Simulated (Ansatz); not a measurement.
PBE exchange is replaced step by step with exact exchange (0 % is PBE, 25 % PBE0; no dispersion term), basis def2-TZVPD, Ansatz. System: [B(NMe2)H3]- (C2H9BN⁻). The state is a singlet with charge -1. Geometry: PBE0-D4/def2-SVPD.

Geometry of the singlet:

```xyz
13

B     1.4089    0.3964   -0.0461
N    -0.0041    0.0169    0.4634
C    -0.3823   -1.3235    0.1460
C    -1.0208    0.9349    0.0585
H    -1.3465   -1.6034    0.6214
H     0.3896   -2.0271    0.4943
H    -0.5051   -1.4977   -0.9570
H    -0.7385    1.9610    0.3407
H    -1.1935    0.9404   -1.0516
H    -1.9987    0.7019    0.5311
H     2.2514   -0.4094    0.3955
H     1.6952    1.5544    0.3160
H     1.4444    0.3552   -1.3121
```

At PBE-D4/def2-TZVPD, PBE with 5 % exact exchange/def2-TZVPD, PBE with 10 % exact exchange/def2-TZVPD the highest occupied level of the charge -1 singlet lies above zero (up to 0.62 eV). By energy differences its removal costs 2.33 eV (vertical, to the charge 0 doublet, at PBE-D4/def2-TZVPD); a positive level beside a positive removal energy at the same level points to self-interaction error.

| exact exchange (%) | HOMO (eV) | LUMO (eV) | gap (eV) |
| --- | --- | --- | --- |
| 0 | 0.62 | 3.24 | 2.62 |
| 5 | 0.40 | 3.35 | 2.95 |
| 10 | 0.17 | 3.45 | 3.28 |
| 15 | -0.06 | 3.55 | 3.61 |
| 25 | -0.53 | 3.74 | 4.27 |
| 35 | -1.02 | 3.92 | 4.94 |
| 50 | -1.76 | 4.18 | 5.94 |
